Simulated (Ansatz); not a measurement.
`[CH3][GeH]` + H₂ → `[GeH2]` + CH₄ at 400 K and 1 bar (hydrogenolysis of a Ge–C bond).

Computed with Ansatz on PBE0-D4/def2-TZVP structures; ΔE is electronic, products minus reactants. CCSD(T)/CBS is the MP2 limit (def2-TZVPP, def2-QZVPP) plus CCSD(T) − MP2 in def2-TZVPP, frozen cores. This one scheme is used for every species. For Ge outer-core shells are correlated without core-valence functions, which leaves a few kJ/mol of doubt a bond. Scalar relativity is left out up to krypton.

```csv
species,CCSD(T)/CBS energy (Eh),H − E (kJ/mol),S (J/(mol·K))
`[CH3][GeH]`,-2116.52215,127.5,291.3
H₂,-1.17544,38.0,139.0
`[GeH2]`,-2077.24753,42.4,231.0
CH₄,-40.46206,131.3,197.2
```

H − E and S are ideal-gas, rigid-rotor, harmonic terms from PBE0-D4/def2-TZVP. The MP2-based limit puts H₂ 0.8 mEh under its directly extrapolated value; such offsets cancel only in part. 1 Eh = 2625.50 kJ/mol, R = 8.31446 J/(mol·K).

Question: By hand: ΔE, ΔH, ΔS and ΔG.

Answer: ΔE = (-2077.24753) + (-40.46206) − (-2116.52215) − (-1.17544) = -0.01200 Eh = -31.5 kJ/mol. Δ(H − E) = 42.4 + 131.3 − 127.5 − 38.0 = 8.2, so ΔH = -23.3 kJ/mol. ΔS = 231.0 + 197.2 − 291.3 − 139.0 = -2.1 J/(mol·K). ΔG = -23.3 − 400 × (-2.1)/1000 = -22.5 kJ/mol.

Question: By hand: the equilibrium constant, and the temperature at which ΔG would vanish if ΔH and ΔS stayed fixed.

Answer: log₁₀ K = −ΔG/(RT ln 10) = 2.9. ΔG = 0 at ΔH/ΔS = 11095 K, far beyond where these terms or the molecules hold.

The number of gas molecules stays the same, so ΔS is small and ΔH decides. A doubt of 5 kJ/mol in ΔE shifts log₁₀ K by 0.7 here. These are equilibria of isolated gas molecules and say nothing of rates. Largest T1 diagnostic: 0.012 (customary marks: 0.02 for closed shells, 0.045 for open ones).
